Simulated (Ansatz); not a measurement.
The cluster Sr3Se3⁻, relaxed as a doublet with UKS B3LYP-D4/def2-SVPD in Ansatz, starting from the GFN1-xTB geometry. Force threshold 0.02 eV/Å.

In the def2 sets Sr takes a core potential; there is no spin–orbit coupling. The relaxation made no stability test and no search for a lower SCF solution. Another isomer (doublet) lies 0.33 eV lower at PBE0-D4/def2-TZVPD; other spin states weren't run for this one.

Start:

```xyz
6

Sr   -2.414   -0.101   -0.979
Sr    1.913   -0.347   -1.165
Sr    0.523   -0.212    2.173
Se   -0.351   -0.248   -2.723
Se    2.521    1.194    0.984
Se   -2.191   -0.286    1.710
```

```
         step   energy (eV)  largest force component (eV/Å)  SCF passes
            1  -198545.1943                           1.247          22
            2  -198545.6821                           0.333          26
            3  -198545.7477                           0.142          25
            4  -198545.7687                           0.079          31
            5  -198545.7795                           0.041          25
            6  -198545.7816                           0.026          23
            7  -198545.7890                           0.096          25
            8  -198545.8304                           0.255          29
            9  -198545.9353                           0.370          26
           10  -198546.0893                           0.463          25
           11  -198546.2592                           0.387          26
           12  -198546.3173                           0.336          27
           13  -198546.3197                           0.195          22
14 (rejected)  -198546.3188                           0.212          25
           15  -198546.3290                           0.096          24
           16  -198546.3319                           0.002          24
```

Force components are those of the run's own axes.

End:

| atom | x (Å) | y (Å) | z (Å) |
| --- | --- | --- | --- |
| Sr1 | -1.313 | 0.357 | -0.537 |
| Sr2 | 2.271 | -0.223 | -1.984 |
| Sr3 | 0.244 | -0.175 | 3.006 |
| Se4 | -0.289 | -0.466 | -3.171 |
| Se5 | 1.511 | 0.915 | 0.604 |
| Se6 | -2.423 | -0.410 | 2.081 |

Bonds formed: Sr1–Se5 (atoms count from 1). Metal–metal contacts that move far: Sr2–Sr3 3.62 to 5.39 Å.

No frequencies were taken in this run, so the end may be a saddle point.

It took 4.7 min on 4 threads of Arm Neoverse V1 on a shared host, peak host memory 1.1 GiB.
